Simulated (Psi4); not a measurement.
C$_{3}$F$_{6}$, charge -1, doublet, geometry from GFN2-xTB (a state made from the parent by changing its charge; the spin is typed, not shown lowest) (a gas-phase anion, which may not be bound at this level), atoms displaced at random by about 0.002 Å a coordinate; SVWN/def2-SVP in Psi4.

Psi4 was given this input:
```
memory 2 GB

molecule mol {
-1 2
F     2.620150   -0.160537    0.516453
C     1.292510    0.236229    0.650705
F     1.278322    1.567754    0.295198
C     0.325935   -0.578976   -0.062579
F     0.153086   -1.847979    0.531486
C    -0.975992   -0.003348   -0.370209
F    -1.736391    0.558453    0.675921
F    -0.909920    1.013661   -1.264588
F    -1.834339   -0.901985   -0.903435
}

set {
  basis def2-svp
  reference uks
}

energy('svwn')
print_variables()
```

### Question
What does Psi4 print? Leave out banner, timings and long lists.

### Answer

```
   => Loading Basis Set <=

    Name: DEF2-SVP
    Role: ORBITAL
    Keyword: BASIS

         ---------------------------------------------------------
                                   SCF
               by Justin Turney, Rob Parrish, Andy Simmonett
                          and Daniel G. A. Smith
                              UKS Reference
         ---------------------------------------------------------

  ==> Geometry <==

    Molecular point group: c1
    Full point group: C1

    Geometry (in Angstrom), charge = -1, multiplicity = 2:

       Center              X                  Y                   Z               Mass
    ------------   -----------------  -----------------  -----------------  -----------------
         F            2.623101033892    -0.161900198660     0.517887045778    18.998403162730
         C            1.295461033892     0.234865801340     0.652139045778    12.000000000000
         F            1.281273033892     1.566390801340     0.296632045778    18.998403162730
         C            0.328886033892    -0.580339198660    -0.061144954222    12.000000000000
         F            0.156037033892    -1.849342198660     0.532920045778    18.998403162730
         C           -0.973040966108    -0.004711198660    -0.368774954222    12.000000000000
         F           -1.733439966108     0.557089801340     0.677355045778    18.998403162730
         F           -0.906968966108     1.012297801340    -1.263153954222    18.998403162730
         F           -1.831387966108    -0.903348198660    -0.902000954222    18.998403162730

  Running in c1 symmetry.

  Rotational constants: A =      0.08149  B =      0.04171  C =      0.03278 [cm^-1]
  Rotational constants: A =   2442.89992  B =   1250.36550  C =    982.59640 [MHz]
  Nuclear repulsion =  502.583878388352446

  Charge       = -1
  Multiplicity = 2
  Electrons    = 73
  Nalpha       = 37
  Nbeta        = 36

  ==> Algorithm <==

  SCF Algorithm Type is DF.
  DIIS enabled.
  MOM disabled.
  Fractional occupation disabled.
  Guess Type is SAD.
  Energy threshold   = 1.00e-06
  Density threshold  = 1.00e-06
  Integral threshold = 1.00e-12

  ==> Primary Basis <==

  Basis Set: DEF2-SVP
    Blend: DEF2-SVP
    Number of shells: 54
    Number of basis functions: 126
    Number of Cartesian functions: 135
    Spherical Harmonics?: true
    Max angular momentum: 2

  ==> DFT Potential <==

   => LibXC <=

    Version 7.1.2
    S. Lehtola, C. Steigemann, M. J. T. Oliveira, and M. A. L. Marques,  SoftwareX 7, 1–5 (2018) (10.1016/j.softx.2017.11.002)

   => Composite Functional: SVWN <=

    Slater exchange
    Vosko, Wilk & Nusair (VWN5_RPA)
    P. A. M. Dirac,  Math. Proc. Cambridge Philos. Soc. 26, 376 (1930) (10.1017/S0305004100016108)
    F. Bloch,  Z. Phys. 57, 545 (1929) (10.1007/BF01340281)
    S. H. Vosko, L. Wilk, and M. Nusair,  Can. J. Phys. 58, 1200 (1980) (10.1139/p80-159)

    Deriv               =              1
    GGA                 =          FALSE
    Meta                =          FALSE

    Exchange Hybrid     =          FALSE
    MP2 Hybrid          =          FALSE

   => Exchange Functionals <=

    1.0000         XC_LDA_X

   => Correlation Functionals <=

    1.0000   XC_LDA_C_VWN_RPA

   => LibXC Density Thresholds  <==

    XC_LDA_C_VWN_RPA:  1.00E-15
    XC_LDA_X:  1.00E-15

   => Molecular Quadrature <=

    Radial Scheme          =       TREUTLER
    Pruning Scheme         =           NONE
    Nuclear Scheme         =       TREUTLER

    Blocking Scheme        =         OCTREE
    BS radius alpha        =              1
    Pruning alpha          =              1
    Radial Points          =             75
    Spherical Points       =            302
    Total Points           =         192334
    Total Blocks           =           1474
    Max Points             =            256
    Max Functions          =            121
    Weights Tolerance      =       1.00E-15

   => Loading Basis Set <=

    Name: (DEF2-SVP AUX)
    Role: JKFIT
    Keyword: DF_BASIS_SCF

  ==> Integral Setup <==

  SCF_SUBTYPE=INCORE selected. In-core MEM_DF algorithm will be used.
  Using in-core AOs.

  ==> MemDFJK: Density-Fitted J/K Matrices <==

    J tasked:                   Yes
    K tasked:                    No
    wK tasked:                   No
    Algorithm:                 Core
    Schwarz Cutoff:           1E-12
    Mask sparsity (%):       7.7475
    Fitting Condition:        1E-10

   => Auxiliary Basis Set <=

  Basis Set: (DEF2-SVP AUX)
    Blend: DEF2-UNIVERSAL-JKFIT
    Number of shells: 225
    Number of basis functions: 687
    Number of Cartesian functions: 825
    Spherical Harmonics?: true
    Max angular momentum: 4

  Minimum eigenvalue in the overlap matrix is 2.3433928498E-03.
  Reciprocal condition number of the overlap matrix is 5.0853403307E-04.
    Using symmetric orthogonalization.

  ==> Pre-Iterations <==

  SCF Guess: Superposition of Atomic Densities via on-the-fly atomic UHF (no occupation information).

   -------------------------
    Irrep   Nso     Nmo
   -------------------------
     A        126     126
   -------------------------
    Total     126     126
   -------------------------

  ==> Iterations <==

                           Total Energy        Delta E     RMS |[F,P]|

   @DF-UKS iter SAD:  -709.06716650410249   -7.09067e+02   0.00000e+00
   @DF-UKS iter   1:  -709.23947709379604   -1.72311e-01   5.44881e-03 DIIS/ADIIS
   @DF-UKS iter   2:  -709.12327955889532    1.16198e-01   6.32993e-03 DIIS/ADIIS
   @DF-UKS iter   3:  -709.40810954823405   -2.84830e-01   2.29683e-03 DIIS/ADIIS
   @DF-UKS iter   4:  -709.45078251156770   -4.26730e-02   5.21876e-04 DIIS/ADIIS
   @DF-UKS iter   5:  -709.45185101919549   -1.06851e-03   3.64646e-04 DIIS/ADIIS
   @DF-UKS iter   6:  -709.45286972934980   -1.01871e-03   6.41345e-05 DIIS
   @DF-UKS iter   7:  -709.45288768272007   -1.79534e-05   3.02480e-05 DIIS
   @DF-UKS iter   8:  -709.45289287335061   -5.19063e-06   5.55587e-06 DIIS
   @DF-UKS iter   9:  -709.45289299030230   -1.16952e-07   3.42197e-06 DIIS
   @DF-UKS iter  10:  -709.45289306903840   -7.87361e-08   5.64087e-07 DIIS
  Energy and wave function converged.

  ==> Post-Iterations <==

   Electrons on quadrature grid:
      Nalpha   =   37.0000025165 ; deviation = 2.516e-06
      Nbeta    =   36.0000032553 ; deviation = 3.255e-06
      Ntotal   =   73.0000057718 ; deviation = 5.772e-06

   @Spin Contamination Metric:   1.555145478E-03
   @S^2 Expected:                7.500000000E-01
   @S^2 Observed:                7.515551455E-01
   @S   Expected:                5.000000000E-01
   @S   Observed:                5.000000000E-01

    Orbital Energies [Eh]
    ---------------------

    Alpha Occupied:

[...]
      37A      0.055855

    Alpha Virtual:

[...]
    Beta Occupied:

[...]
    Beta Virtual:

[...]
    Final Occupation by Irrep:
              A
    DOCC [    36 ]
    SOCC [     1 ]
    NA   [    37 ]
    NB   [    36 ]

  @DF-UKS Final Energy:  -709.45289306903840

   => Energetics <=

    Nuclear Repulsion Energy =            502.5838783883524457
    One-Electron Energy =               -2004.7211729499763351
    Two-Electron Energy =                 868.5069473304851044
    DFT Exchange-Correlation Energy =     -75.8225458378995256
    Empirical Dispersion Energy =           0.0000000000000000
    VV10 Nonlocal Energy =                  0.0000000000000000
    Total Energy =                       -709.4528930690383959

  UHF NO Occupations:
  HONO-2 :   35  A 1.9999417
  HONO-1 :   36  A 1.9993910
  HONO-0 :   37  A 1.0000000
  LUNO+0 :   38  A 0.0006090
  LUNO+1 :   39  A 0.0000583
  LUNO+2 :   40  A 0.0000383
  LUNO+3 :   41  A 0.0000273

Computation Completed

Properties will be evaluated at   0.000000,   0.000000,   0.000000 [a0]

Properties computed using the SCF density matrix

 Multipole Moments:

 ------------------------------------------------------------------------------------
     Multipole            Electronic (a.u.)      Nuclear  (a.u.)        Total (a.u.)
 ------------------------------------------------------------------------------------

 L = 1.  Multiply by 2.5417464519 to convert [e a0] to [Debye]
 Dipole X            :         -0.9779908            0.3880825           -0.5899082
 Dipole Y            :          0.4262899           -0.2086585            0.2176315
 Dipole Z            :         -0.4478330            0.1324099           -0.3154231
 Magnitude           :                                                    0.7034536

 ------------------------------------------------------------------------------------

  Variable Map:
  ----------------------------------------------------------------------------
[...]
  Array Variable Map:
  ----------------------------------------------------------------------------
[...]
[...]
```
